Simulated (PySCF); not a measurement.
A structure optimised at PBE0-D3(BJ)/def2-SVP, used in a PySCF frequency run:

```xyz
8

Al     0.0000     0.0000     1.1440
H      0.0000     0.0000     2.7083
N      0.0000     1.5126     0.2269
C      0.0000     2.5402    -0.3968
O      0.0000     3.5389    -0.9997
N      0.0000    -1.5126     0.2269
C      0.0000    -2.5402    -0.3968
O      0.0000    -3.5389    -0.9997
```
Charge 0, spin multiplicity 1.

### Question
Write its SMILES, formula and point group.

### Answer
O=C=[N][AlH][N]=C=O, C2HAlN2O2, C2v

### Question
What are its rotational constants (standard atomic weights)?

### Answer
6.3264, 0.81535, 0.72226 GHz
